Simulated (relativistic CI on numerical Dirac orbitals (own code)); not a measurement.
# Re⁶⁺: 5p photoemission

Computed with this model: Dirac-Coulomb-Breit CI, separate exchange-only KLI orbitals for each configuration, a model potential for QED, valence Slater integrals scaled by 0.8, multiplet model of photoemission in the sudden approximation; configurations [Xe] 4f14 5d → [Kr] 4d10 4f14 5s2 5p5 5d; 80 K; Lorentzian 1.05 eV and Gaussian 0.6 eV FWHM. Energies are those of the free ion, without screening or charge transfer. The energies are binding energies and can lie tens of eV above those of solids. S is read from ⟨S²⟩ = S(S + 1).

Field parameters in Wybourne normalisation: D3d B²₀ = −7Dσ, B⁴₀ = −14Dq − 21Dτ, B⁴₃ = −14√(10/7) Dq; Td as Oh with Dq negative (B⁴₀ = 21Dq, B⁴₄ = √(5/14) B⁴₀). The field is a parameter set, without covalency.

Computed curve for free ion, scaled to 100 at the maximum (points under 2 are left out and the grid is thinned):

Energy (eV), Intensity and a bar:
```
    120.8        2.0 
    121.4        2.6 
    122.2        4.2 #
    122.8        6.8 #
    123.4       13.2 ###
    124.0       25.2 #######
    124.8       43.9 #############
    125.4       60.2 ##################
    126.0      100.0 ##############################
    126.6       70.8 #####################
    127.4       29.2 ########
    128.0       14.8 ####
    128.6        8.6 ##
    129.2        5.6 #
    130.0        3.8 #
    130.6        3.5 
    131.2        4.2 #
    131.8        7.6 ##
    132.6        9.4 ##
    133.2        4.7 #
    133.8        2.9 
    134.4        2.6 
    135.2        3.0 
    135.8        4.2 #
    136.4        7.2 ##
    137.0       16.9 #####
    137.8       44.7 #############
    138.4       27.5 ########
    139.0       10.7 ###
    139.6        5.5 #
    140.4        3.2 
    141.0        2.4 
    141.6        2.2 
    142.2        2.5 
    143.0        4.4 #
    143.6       10.2 ###
    144.2       21.4 ######
    144.8       15.5 ####
    145.6        4.5 #
    146.2        2.3
```

The ground state has S = 0.50, and the centroid lies at 130.53 eV.
